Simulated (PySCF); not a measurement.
# Relaxation of triplet Zn₂Se

All numbers come from UPBE0 in PySCF with Se def2-SVP, Zn def2-SVP; no relativity; density-fitted integrals. A (50,194) grid was used.

A hand-made bent start, of C2v symmetry, held to at least that symmetry:

```xyz
3
charge 0 multiplicity 3, angstrom
Se    0.0000    0.0000   -0.8259
Zn    1.9168    0.0000    0.5163
Zn   -1.9168    0.0000    0.5163
```

Q: What forces act on the atoms at the start (eV/Å)?

A: 
| atom | Fx | Fy | Fz |
| --- | --- | --- | --- |
| Se1 | 0.00 | 0.00 | -0.43 |
| Zn2 | -0.02 | 0.00 | 0.21 |
| Zn3 | 0.02 | 0.00 | 0.21 |

Q: What does it relax to?

A: It ends at C2v with Se–Zn 2.362 Å (×2); Zn–Se–Zn 87.5° (after a last refinement on a finer grid). A frequency run shows a minimum. Other isomers or separated fragments may lie lower.

Q: How much energy is released, and in how many steps?

A: 8.7 kJ/mol in 6 steps.

The relaxation took of the order of 2.4 core-minutes on a shared host.
